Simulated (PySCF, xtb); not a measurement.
CH7ClFNSi2, SMILES [Si@@](N[SiH3])(F)(Cl)C. Other conformers were not sampled.

Harmonic wavenumbers (cm⁻¹) from xtb 6.7.1 with GFN2-xTB at its own minimum, in rising order: 20, 53, 80, 103, 141, 165, 201, 228, 256, 273, 489, 574, 591, 694, 749, 768, 788, 799, 809, 831, 850, 999, 1202, 1380, 1470, 1472, 2242, 2261, 2266, 3040, 3050, 3054, 3485.

### Question
What does PySCF with PBE-D3(BJ)/def2-SVP give at its own minimum? (Estimate from the structure and the level; the computed values follow.)

### Answer
29, 56, 117, 141, 177, 198, 240, 291, 294, 397, 505, 605, 688, 694, 759, 779, 797, 879, 895, 914, 930, 975, 1157, 1229, 1376, 1378, 2155, 2159, 2187, 2988, 3090, 3097, 3494. Paired by order, the mean absolute difference is 53 cm⁻¹ and the zero-point energies are 50.6 and 51.0 kcal/mol.
